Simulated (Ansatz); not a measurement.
Consider the formal hydrolysis of a Ga–B bond: `O[BH][GaH][GeH3]` + H₂O → `[OH][GaH][GeH3]` + `BO`.

Program: Ansatz. Geometries: PBE0-D4/def2-TZVP. ΔE: electronic, gas phase. CCSD(T)/CBS adds triple-zeta CCSD(T) − MP2 to the extrapolated MP2 energy (def2 sets, frozen cores). This one scheme is used for every species. Functionals use def2-TZVPP. For Ga, Ge outer-core shells are correlated without core-valence functions, which leaves a few kJ/mol of doubt a bond. Scalar relativity is left out up to krypton. One conformer a species, not always the lowest.

| level | ΔE (kJ/mol) | difference from CCSD(T)/CBS |
| --- | --- | --- |
| BLYP-D4 | -93.4 | -5.1 |
| r2SCAN-D4 | -93.1 | -4.8 |
| B97M-V | -94.0 | -5.7 |
| BHLYP-D4 | -94.5 | -6.2 |
| ωB97M-V | -91.6 | -3.3 |
| PBE | -83.7 | 4.6 |
| revPBE | -83.6 | 4.7 |
| BLYP | -97.0 | -8.7 |
| r2SCAN | -93.7 | -5.4 |
| PBE0 | -82.8 | 5.5 |
| RPA@PBE/def2-TZVPP | -93.2 | -4.9 |
| HF/def2-SVP | -106.5 | -18.2 |
| SCS-MP2/def2-TZVPP | -101.6 | -13.3 |
| CCSD/def2-TZVPP | -92.3 | -4.0 |
| CCSD(T)/def2-TZVPP | -92.5 | -4.2 |
| MP2/CBS(def2) | -94.3 | -6.0 |
| CCSD(T)/CBS | -88.3 | 0 |

Problem. What do rigid-rotor, harmonic-oscillator terms from PBE0-D4/def2-TZVP frequencies (298.15 K, 1 bar) make of the CCSD(T)/CBS value? (Estimate.)

Solution. The calculation gave: ΔZPE = +1.3 kJ/mol, ΔH = -90.7 kJ/mol, ΔS = -1 J/(mol·K), ΔG = -90.3 kJ/mol. Modes under 50 cm⁻¹ make the entropy rough.

Largest T1 diagnostic among the species: 0.014.

Leaving LDA and LC-ωPBE aside and taking each functional with its dispersion term where it has one, the values, not all of them listed here, spread over 18.5 kJ/mol, from B2PLYP to HSE06-D4. At CCSD(T), def2-SVP lies −18.6 kJ/mol from the extrapolated value and def2-TZVPP −4.2 kJ/mol. In def2-TZVPP, CCSD(T) changes the Hartree–Fock value by +12.3 kJ/mol (the triples alone add −0.2 kJ/mol) and MP2 by +6.3 kJ/mol.
